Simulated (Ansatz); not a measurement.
C₂H₆SSi (`CC[Si]S`), 10 atoms. The species carries charge 0 and has multiplicity 1. Hardware: A = 2 threads of a server CPU on a shared host; B = 2 threads of an AMD EPYC 7R13 on a shared host and a share of an NVIDIA H100 80 GB. Correlated methods freeze the cores. Open-shell runs search over several starts.

How many basis functions does each run have, and how long does it take in Ansatz? UHF-MP2/def2-QZVPP energy of the cation [B]; RHF-CCSD(T)/def2-QZVPP energy [B]; UKS ωB97M-V/def2-TZVPP energy of the cation [A]; RKS SPW92 (LDA)/def2-TZVPP energy [A]; UKS PBE-D4/def2-TZVPP energy of the cation [A]; direct RPA on PBE orbitals/def2-TZVPP energy [A]; RKS ωB97M-V/def2-SVP energy [A]; UKS PBE0-D4/def2-TZVPP energy of the cation [A]; RKS PBE0-D4/def2-TZVP relaxation (6 steps) [A]; UKS r2SCAN-D4/def2-TZVPP energy of the cation [A]; UHF-CCSD(T)/def2-TZVPP energy of the cation [B]; RKS PBE-D4/def2-TZVPP energy and forces [A]. (Estimate.)

The calculation gave: Other jobs shared the machine, so times are rough.

| level | job | functions | wall time | peak host memory (GiB) |
| --- | --- | --- | --- | --- |
| RKS SPW92 (LDA)/def2-TZVPP | energy [A] | 230 | 3.9 s | 0.39 |
| RKS PBE-D4/def2-TZVPP | energy and forces [A] | 230 | 4.8 s | 0.39 |
| RKS ωB97M-V/def2-SVP | energy [A] | 94 | 7 s | 0.39 |
| direct RPA on PBE orbitals/def2-TZVPP | energy [A] | 230 | 8.5 s | 0.5 |
| UKS PBE-D4/def2-TZVPP | energy of the cation [A] | 230 | 12 s | 0.4 |
| UKS PBE0-D4/def2-TZVPP | energy of the cation [A] | 230 | 12 s | 0.76 |
| UKS r2SCAN-D4/def2-TZVPP | energy of the cation [A] | 230 | 18 s | 0.42 |
| RHF-CCSD(T)/def2-QZVPP | energy [B] | 434 | 29 s | 2.2 |
| UKS ωB97M-V/def2-TZVPP | energy of the cation [A] | 230 | 30 s | 1 |
| UHF-MP2/def2-QZVPP | energy of the cation [B] | 434 | 31 s | 0.95 |
| RKS PBE0-D4/def2-TZVP | relaxation (6 steps) [A] | 172 | 46 s | 0.43 |
| UHF-CCSD(T)/def2-TZVPP | energy of the cation [B] | 230 | 110 s | 1.1 |
